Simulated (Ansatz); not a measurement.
`Cl[SiH2][CH2][GeH3]` + `B[SiH2][SiH3]` → `B[SiH2][GeH3]` + `[SiH3]C[SiH2]Cl`  (redistribution)

Gas-phase electronic energies from Ansatz, PBE0-D4/def2-TZVP geometries. CCSD(T)/CBS is the MP2 limit (def2-TZVPP, def2-QZVPP) plus CCSD(T) − MP2 in def2-TZVPP, frozen cores. DFT in def2-TZVPP. HSE06 is defined as in plane-wave codes. For Ge outer-core shells are correlated without core-valence functions, which leaves a few kJ/mol of doubt a bond. Scalar relativity is left out up to krypton. Each species was taken in one conformer, which may not be the lowest.

Q: Is it downhill or uphill in electronic energy at CCSD(T)/CBS, and by how much? (Best estimate.)

A: Computed: Downhill: ΔE = -26.0 kJ/mol.

Q: What do these levels give: HSE06-D4, BHLYP-D4, CCSD(T)/def2-SVP, MP2/def2-TZVPP, CCSD(T)/def2-TZVPP, MP2/def2-QZVPP? (Best estimate.)

A: The calculation gave: HSE06-D4 -27.0, BHLYP-D4 -30.1, CCSD(T)/def2-SVP -24.4, MP2/def2-TZVPP -27.2, CCSD(T)/def2-TZVPP -24.9, MP2/def2-QZVPP -27.9 kJ/mol.

Largest T1 diagnostic among the species: 0.014.

Leaving LDA and LC-ωPBE aside and taking each functional with its dispersion term where it has one, the values, not all of them listed here, spread over 5.5 kJ/mol, from ωB97M-V to B97M-V.
